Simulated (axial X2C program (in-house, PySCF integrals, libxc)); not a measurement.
# Spin–orbit effects down a group: molecules with H, HF

All values come from calculations with an axial X2C code built on PySCF integrals, spin-free (one-electron X2C) or two-component (2c: spin–orbit coupling with atomic mean-field Coulomb and Gaunt terms, which also bring small scalar terms), in Dyall basis sets with cores contracted in-house; open shells are unrestricted.

Basis sets: H dyall-v3z, O dyall-av3z, Se dyall-cv3z, Te dyall-cv3z.

| molecule | spin-free state | Re (Å) | ωe (cm⁻¹) | De (eV) | 2c state | Re 2c (Å) | ωe 2c (cm⁻¹) | De 2c (eV) |
| --- | --- | --- | --- | --- | --- | --- | --- | --- |
| OH | M_S = 1/2, Λ = 1 | 0.951 | 4036.3 | 2.86 | Ω = 3/2 | 0.951 | 4036.1 | 2.87 |
| SeH | M_S = 1/2, Λ = 1 | 1.454 | 2551.4 | 2.12 | Ω = 3/2 | 1.454 | 2546.0 | n/a |
| TeH | M_S = 1/2, Λ = 1 | 1.647 | 2253.2 | 1.77 | Ω = 3/2 | 1.650 | 2233.8 | n/a |

(1) Work out the shifts from the spin-free to the two-component result.

Each entry is the lowest single determinant of a limited PBE0 search at one distance. De goes to single-determinant-based atoms at the same level (for ions the charge split of lowest energy) and is withheld (n/a) where an atom does not fit its ground term or J level. Main or longest-lived isotopes. Some light 2c atoms are not at their ground J level, so De misses part of their lowering (0.04 eV or less).

Results:

(1) 

```
molecule  2c state  ΔRe (Å)  Δωe (cm⁻¹)  ΔDe (eV)
      OH   Ω = 3/2    0.000        -0.2      0.01
     SeH   Ω = 3/2    0.000        -5.4       n/a
     TeH   Ω = 3/2    0.003       -19.4       n/a
```

Shifts of one unit in the last digit are rounding.
